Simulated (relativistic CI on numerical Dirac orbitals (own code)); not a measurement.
Pb II: computed level list

Method of calculation: Dirac-Coulomb-Breit CI, KLI orbitals optimised for each configuration, model QED, valence Slater integrals scaled by 0.85, configuration energies shifted to the measured levels that pair with them (semi-empirical) (own radial code, finite nucleus).

CI space (outside the closed core [Xe] 4f14 5d10): 6s²6p, 6s6p², 6s²7s, 6s²6d, 6s²7p, 6s²8s, 6s²5f, 6s²7d, 6s²6g, 6p³, 6s6p6d, 6s²8p, 6s²6f, 6s²5g, 6s²8d, 6s6p7s. Levels of other configurations are missing.

The lowest level is 6s²6p ²P°1/2, with 98 % of that term; Hund's rules for 6s²6p give ²P° with J = 1/2, in agreement.

```
No.  Configuration  Term    J  E (cm⁻¹)    %  Landé g  jj configuration (%)
  1          6s²6p   ²P°  1/2       0.0   98    0.666            6p1/2 (98)
  2          6s²6p   ²P°  3/2   13621.3   98    1.334            6p3/2 (98)
  3      6s6p²(3P)    ⁴P  1/2   57876.9   90    2.583       6s 6p1/2^2 (68)
  4          6s²7s    ²S  1/2   59450.7   97    2.016               7s (97)
  5      6s6p²(3P)    ⁴P  3/2   65164.7   95    1.683   6s 6p1/2 6p3/2 (93)
  6          6s²6d    ²D  5/2   68676.0   56    1.303            6d5/2 (56)
  7          6s²6d    ²D  3/2   69961.2   84    0.841            6d3/2 (84)
  8      6s6p²(3P)    ⁴P  5/2   74003.5   63    1.452            6d5/2 (36)
  9          6s²7p   ²P°  1/2   74470.1   99    0.666            7p1/2 (99)
 10          6s²7p   ²P°  3/2   77265.6   99    1.334            7p3/2 (99)
 11      6s6p²(1D)    ²D  3/2   86302.0   61    0.833   6s 6p1/2 6p3/2 (57)
 12          6s²8s    ²S  1/2   89183.4   99    2.003               8s (99)
 13          6s²7d    ²D  5/2   89881.0   52    1.230            7d5/2 (52)
 14          6s²5f   ²F°  7/2   92515.0   99    1.143            5f7/2 (99)
 15          6s²5f   ²F°  5/2   92538.6   99    0.857            5f5/2 (99)
 16         6s²8p‡   ²P°  1/2   94728.4  100    0.667           8p1/2 (100)
 17          6s²7d    ²D  3/2   94747.4   79    0.817            7d3/2 (79)
 18      6s6p²(3P)    ²P  1/2   95108.4   55    1.306   6s 6p1/2 6p3/2 (55)
 19         6s²8p‡   ²P°  3/2   95851.3  100    1.334           8p3/2 (100)
 20          6s²7d    ²D  5/2   97102.1   47    1.216            7d5/2 (47)
 21         6s²6f‡   ²F°  7/2  102625.4  100    1.143           6f7/2 (100)
 22         6s²6f‡   ²F°  5/2  102642.3  100    0.857           6f5/2 (100)
 23         6s²8d‡    ²D  3/2  104144.0   96    0.812            8d3/2 (96)
 24         6s²5g‡    ²G  9/2  104709.1  100    1.111           5g9/2 (100)
 25         6s²5g‡    ²G  7/2  104709.2  100    0.889           5g7/2 (100)
 26         6s²8d‡    ²D  5/2  104764.9   91    1.202            8d5/2 (91)
 27          6s²6g    ²G  9/2  108973.3  100    1.111           6g9/2 (100)
 28          6s²6g    ²G  7/2  108973.3  100    0.889           6g7/2 (100)
 29      6s6p²(1S)    ²S  1/2  109278.6   53    1.436       6s 6p3/2^2 (78)
 30        6s6p7s‡   ⁴P°  1/2  110673.4   89    2.444      6s 6p1/2 7s (98)
 31      6s6p²(3P)    ²P  3/2  112348.5   89    1.281       6s 6p3/2^2 (80)
 32        6s6p7s‡   ⁴P°  3/2  114841.7   85    1.670      6s 6p1/2 7s (82)
 33        6s6p7s‡   ²P°  1/2  117856.8   87    0.860      6s 6p1/2 7s (83)
 34        6s6p6d‡   ⁴F°  3/2  119888.8   66    0.592   6s 6p1/2 6d3/2 (95)
```

Energies count from the lowest computed level; ° marks odd parity. Percentages are summed over parent terms; the parents shown are those of the largest component, closed shells are left out there. Filled j subshells are mostly left out of the jj labels. ‡ marks configurations that were not tied to measured data.

The mean weight of the leading LS term, summed over parents, in these 34 levels is 86 %, and that of the leading jj configuration (from the same eigenvectors) 86 %.

Configurations whose levels could be paired with our table of measured levels were shifted onto them, all but the ground configuration, by the median error of their levels; single terms can still be off by 1,000 to 2,000 cm⁻¹ or more, and rates follow the energies as ν³ (E1, M1) or ν⁵ (E2). The others borrow a shift and can be off by several thousand cm⁻¹ or more. The fine structure of a lone outer electron comes out too small, for d and f at times inverted, and misplaced configurations move strength between like terms. 15 of the 17 excited levels that our extract of the measured tables holds in this range could be paired (the sources list more); they are missed by 171 cm⁻¹ on average and 960 at most, after the shifts were fitted to these levels, and levels without a partner can miss by more.

LS names give the leading component of a level, which can be under half, so a name can repeat, a term be missing and a line seem to break the LS rules.
